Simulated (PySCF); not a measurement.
MoO₂Br, SMILES [O]=[Mo](=[O])[Br] (connectivity only; charge and spin as stated), neutral, multiplicity 2. Atoms are numbered in the order given.

```xyz
4

Mo     0.0000     0.0000     0.7572
O      0.0000    -1.4085     1.6861
O      0.0000     1.4085     1.6861
Br     0.0000     0.0000    -1.6795
```
Charge 0, spin multiplicity 2.

The structure is a stationary point at B3LYP-D3(BJ)/def2-SVP. The geometry has at least one imaginary mode, so it is a saddle point at that level. The spin state was assumed, not searched. The def2 effective core potentials stand for the cores of Mo; spin–orbit coupling is left out.

Method: B3LYP/def2-TZVPD in PySCF.

Mulliken values depend strongly on the basis, most of all with diffuse functions as here. ESP charges are fitted to the potential on shells at 1.4 to 2.0 van der Waals radii. Atomic charges (e):

```json
[
 {"atom": "Mo1", "Mulliken": "1.63", "ESP fit": "…", "Mulliken spin": "1.05"},
 {"atom": "O2", "Mulliken": "-0.71", "ESP fit": "…", "Mulliken spin": "0.01"},
 {"atom": "O3", "Mulliken": "-0.71", "ESP fit": "…", "Mulliken spin": "0.01"},
 {"atom": "Br4", "Mulliken": "-0.20", "ESP fit": "…", "Mulliken spin": "-0.06"}
]
```

Problem. Fill in the missing entries. (An estimate is asked for; the answer gives what the named calculation found.)

Solution. 
- Mo1, ESP fit: 0.84
- O2, ESP fit: -0.35
- O3, ESP fit: -0.35
- Br4, ESP fit: -0.14
